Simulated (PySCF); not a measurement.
C4H4ClFO3.
SMILES with atom numbers: `[O:1]=[C:2]1[O:3][CH2:4][C@:5]([F:6])([CH2:7][Cl:8])[O:9]1` (hydrogens: H10, H11 on C4; H12, H13 on C7)

Structure used (GFN2-xTB), in Å, numbered top down from 1:
```
atom  x, y, z in Å
O1     2.8570   -1.3616   -0.2116
C2     1.8932   -0.6887   -0.1334
O3     1.8122    0.4972    0.4783
C4     0.5014    1.0125    0.4100
C5    -0.2449   -0.0099   -0.4748
F6    -0.4795    0.5496   -1.7104
C7    -1.5617   -0.5452    0.0763
Cl8   -2.5929    0.7969    0.6129
O9     0.6709   -1.0414   -0.6398
H10    0.0774    1.0803    1.4154
H11    0.5155    1.9993   -0.0590
H12   -1.3676   -1.1974    0.9273
H13   -2.0852   -1.0911   -0.7088
```

Theory: PySCF 2.14.0, density-fitted response routines, TDDFT CAM-B3LYP/def2-SVPD, vertical, gas phase, core orbitals frozen in the response.

Frontier orbitals with the atoms that hold most of them (Löwdin shares over 4%, at most four atoms):

```csv
orbital,ε (eV),atoms
HOMO-3,-11.15,"O3 28%, O1 23%, Cl8 20%, C4 8%"
HOMO-2,-10.99,"Cl8 40%, O1 34%, C7 6%, C2 5%"
HOMO-1,-10.81,"Cl8 59%, O1 14%, C7 9%, O3 5%"
HOMO,-10.79,"O1 38%, Cl8 31%, O9 7%, C2 6%"
LUMO,0.63,"Cl8 39%, C7 15%, C2 10%, O9 7%"
LUMO+1,0.82,"Cl8 31%, C7 14%, C4 11%, H10 9%"
LUMO+2,1.38,"Cl8 23%, O3 12%, C2 10%, C7 8%"
```

**Question.** The HOMO–LUMO gap is 11.42 eV. Where does the response calculation put the lowest singlet, and from which orbitals?

**Answer.** S1 is at 7.15 eV (f = 0.0004), 4.27 eV below the gap, made of HOMO→LUMO+3 (31%), HOMO-2→LUMO+3 (26%), HOMO-1→LUMO+3 (8%). 

Next come S2 at 7.47 eV (f 0.0030), HOMO-1→LUMO (49%), HOMO-1→LUMO+1 (17%), HOMO-2→LUMO (11%); S3 at 7.59 eV (f 0.0046), HOMO→LUMO (34%), HOMO-2→LUMO (20%), HOMO-3→LUMO (11%); S4 at 8.54 eV (f 0.0040), HOMO-1→LUMO+1 (29%), HOMO-3→LUMO (16%), HOMO-1→LUMO (12%); S5 at 8.60 eV (f 0.017), HOMO→LUMO (25%), HOMO→LUMO+1 (20%), HOMO-1→LUMO+1 (15%).

One conformer stands for the species.
